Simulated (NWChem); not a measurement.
Species: BSiH3Cl2; SMILES [SiH3]B(Cl)Cl

All runs: NWChem. Medium grid unless said otherwise, to which SCAN and Minnesota functionals are sensitive. Geometry: optimised at PBE0/def2-SVP.

### Question
Order these by “orbital gap (eV)”, lowest first: M06/def2-SVP; SCAN/def2-SVP; CAM-B3LYP/def2-SVP; TPSSh/def2-SVP; PBE/def2-SVP.

### Answer
PBE/def2-SVP (4.12), SCAN/def2-SVP (4.60), TPSSh/def2-SVP (5.24), M06/def2-SVP (6.31), CAM-B3LYP/def2-SVP (8.80)
